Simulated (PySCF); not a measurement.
Where the electron goes

C₆H₄BrF.
SMILES with atom numbers: `[F:1][c:2]1[cH:3][cH:4][c:5]([Br:6])[cH:7][cH:8]1` (hydrogens: H9 on C3; H10 on C4; H11 on C7; H12 on C8)

Cartesian coordinates in Å at the PBE0-D3(BJ)/def2-SVP level; atoms count from 1:
```xyz
12
C6H4BrF angstrom
F     -3.138   -0.237   -0.028
C     -1.811   -0.152    0.011
C     -1.057   -1.319    0.037
C      0.332   -1.231    0.076
C      0.943    0.023    0.088
Br     2.826    0.143    0.137
C      0.179    1.189    0.064
C     -1.210    1.101    0.025
H     -1.563   -2.286    0.026
H      0.940   -2.137    0.095
H      0.669    2.164    0.075
H     -1.834    1.996    0.006
```

Method used: PySCF, TDDFT wB97X-D/def2-SVPD, vertical, gas phase, core orbitals frozen in the response. The wB97X-D/def2-SVPD calculation is non-relativistic and has no spin–orbit coupling, an omission that weighs most on bromine.

Kohn–Sham orbitals with the atoms that hold most of them (Löwdin shares over 4%, at most four atoms; ? is withheld):

| orbital | ε (eV) | atoms |
| --- | --- | --- |
| HOMO-3 | -11.06 | Br6 51%, C5 12%, C2 9%, F1 7% |
| HOMO-2 | -10.40 | Br6 84%, C5 9% |
| HOMO-1 | -9.85 | ? |
| HOMO | -8.86 | ? |
| LUMO | 0.76 | C7 19%, C4 19%, C3 18%, C8 18% |
| LUMO+1 | 1.03 | C5 22%, C2 20%, C4 11%, C7 11% |
| LUMO+2 | 1.47 | Br6 65%, C5 18% |

(1) Give the leading atoms of the HOMO.

(2) Which atoms hold the HOMO-1, and with what shares?

(3) The HOMO–LUMO gap is 9.62 eV. Where does the response calculation put the lowest singlet, and from which orbitals?

(4) Give energy, strength and leading configuration of S1, S3, S5, S7 and S8, and follow the Löwdin shares of the leading atoms from the occupied to the empty orbital.

Answers

(1) Br6 (bonded to C) 30%; C5 (bonded to Br and 2 C) 18%; C2 (bonded to 2 C and F) 15%; C7 (bonded to 2 C and H) 8%. By element: carbon 41% or more, bromine 30%.

(2) C8 (bonded to 2 C and H) 20%; C3 (bonded to 2 C and H) 20%; C4 (bonded to 2 C and H) 20%; C7 (bonded to 2 C and H) 20%.

(3) S1 is at 5.18 eV (f = 0.015), 4.44 eV below the gap, made of HOMO→LUMO (77%), HOMO-1→LUMO+1 (21%). Without the coupling terms of the response equations the lowest excitation would equal the gap.

(4) 
- S1 (5.18 eV, f 0.015), HOMO→LUMO (77%): Br6 30% → at most 19%, C5 18% → at most 19%, C7 8% → 19%, C4 at most 8% → 19%
- S3 (5.91 eV, f 0.118), HOMO→LUMO+1 (80%): Br6 30% → at most 12%, C5 18% → 22%, C2 15% → 20%
- S5 (6.87 eV, f 0.608), HOMO-1→LUMO (76%): C8 20% → 18%, C3 20% → 18%, C7 20% → 19%, C4 20% → 19%
- S7 (7.15 eV, f 0.0000), HOMO-2→LUMO+1 (96%): Br6 84% → at most 12%, C5 9% → 22%, C2 at most 4% → 20%
- S8 (7.18 eV, f 0.0039), HOMO-2→LUMO (96%): Br6 84% → at most 19%, C5 9% → at most 19%, C7 at most 4% → 19%, C4 at most 4% → 19%

Löwdin shares depend on the basis, the more so with diffuse functions.

Hardware: one thread of an x86-64 server, shared host. Cost: 2.0 min of wall time.
